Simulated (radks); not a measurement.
The numbers below are computed, except where a source is named.
Spin polarisation of the 4f5 shell in the promethium ion Pm+. Start: [Xe] 4f(up 2.5, down 2.5) 6s(up 0.5, down 0.5); electrons of 4f are moved from spin down to spin up, other shells keep equal spins. Code: a radial shooting solver on a logarithmic mesh with Libxc functionals. Model: scalar-relativistic Kohn-Sham, PBE, spin-polarised, spherical densities, finite nucleus; Fermi nuclear charge, rms radius of each element as measured or else 0.836 A^(1/3) + 0.57 fm.

moment (Bohr magnetons)	E - E(0) (eV)	e(4f up) (eV)	e(4f down) (eV)	6s down minus up (eV)
0	0.000	-8.153	-8.153	0.000
1	-0.164	-8.461	-7.804	0.057
2	-0.657	-8.724	-7.413	0.114
3	-1.476	-8.940	-6.979	0.173
4	-2.619	-9.104	-6.499	0.235
5	-4.082	-9.206	-5.968	0.301

At moment 5 the spin-polarisation energy is -4.082 eV and the 4f exchange splitting 3.238 eV, that is 0.648 eV per Bohr magneton; E = -I m^2/4 would give I = 0.653 eV.
